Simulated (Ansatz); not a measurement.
# A barrier at the coupled-cluster level

Start structure (C2H7Zn, doublet), relaxed at PBE0-D4/def2-TZVP:

```xyz
10
angstrom
H 1.5531 0.6168 -2.0792
C 0.6700 0.5272 -1.4408
Zn 1.1078 -0.3518 0.2496
C -1.2280 -0.3032 1.2192
H 1.7104 -1.0607 1.4948
H -0.0876 -0.0389 -1.9896
H 0.2760 1.5322 -1.2667
H -1.3342 -1.3800 1.2455
H -1.7196 0.2545 0.4342
H -0.9480 0.2040 2.1330
```

The step: CH₄Zn ([CH3][ZnH]) + CH₃ → C₂H₅Zn ([CH2][Zn][CH3]) + H₂; bonds formed: H1–H5, Zn3–C4; bonds broken: H1–C2, Zn3–H5. Computed with Ansatz 0.2.0 (basis: def2-TZVPP and def2-QZVPP); correlated methods freeze the cores; orbitals are unrestricted. The 3s and 3p shells of Cu and Zn are frozen; filled d shells are correlated. Extrapolation: Hartree–Fock as exp(−7.88 √X), correlation as X^−2.97. Energies below are by CCSD(T) at an estimated basis limit (MP2 extrapolated from triple and quadruple zeta, plus CCSD(T) − MP2 in triple zeta).

Q: What are the electronic barrier and the energy of the step, from the start structure to the end structure? (To be estimated.)

A: By the calculation: Barrier 80.0 kJ/mol; step energy 24.3 kJ/mol (uphill); reverse barrier, their difference, 55.7 kJ/mol. Barrier and step energy count from the start structure, the reverse barrier from the end structure.

The saddle point: One imaginary mode of 1124i cm⁻¹.
```json
{"pair": "H1–H5", "start (Å)": "3.95", "saddle (Å)": "0.92", "end (Å)": "0.75"}
{"pair": "Zn3–C4", "start (Å)": "2.53", "saddle (Å)": "1.94", "end (Å)": "1.94"}
{"pair": "H1–C2", "start (Å)": "1.09", "saddle (Å)": "1.37", "end (Å)": "2.83"}
{"pair": "Zn3–H5", "start (Å)": "1.55", "saddle (Å)": "3.44", "end (Å)": "4.16"}
```

Zero-point energy (harmonic, PBE0-D4): ZPE is 193.0 kJ/mol at the start and 179.6 kJ/mol at the saddle, so the barrier goes from 80.0 to 66.6 kJ/mol.

No T1 diagnostic of these runs exceeds 0.016. ⟨S²⟩ of the unrestricted Hartree–Fock references: 0.76 to 0.79 (a pure state has 0.75).

Labels in which every atom is bracketed show which atoms are joined, not bond orders.

For scale, one of the runs: CCSD(T)/def2-TZVPP, 224 basis functions, launched by `ansatz run in.yaml --threads 8 --pin off --events-out ev --progress --plain --max-ram 19148MiB`. Hardware: 8 CPU threads of an Arm Neoverse V1, shared host. Wall time 3.3 min; peak host memory 9.6 GiB.
